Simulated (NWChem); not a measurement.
System: Si₂NH₅OF₂; SMILES N[SiH2]O[SiH](F)F

```xyz
11

Si     0.2215     1.3289     0.3248
F     -1.3800     1.2937     0.5200
F      0.4717     1.9289    -1.1472
O      0.8082    -0.1779     0.4221
Si     0.3086    -1.7847     0.3095
N     -0.7824    -2.1076    -0.9688
H      0.8227     2.2285     1.3188
H     -0.3732    -2.1154     1.5887
H      1.5553    -2.5598     0.0924
H     -0.4777    -2.1392    -1.9347
H     -1.7627    -1.8601    -0.8958
```
Atoms are numbered in this order, from 1.

All runs: NWChem. Structure relaxed at the PBE0/def2-SVP level. B3LYP is NWChem's, with the RPA form of VWN correlation.

For level B3LYP/aug-pcseg-1:

- orbital gap (eV): 7.29

**Question.** Estimate the same quantities for level B3LYP/pcseg-2.

**Answer.** orbital gap (eV): 7.77
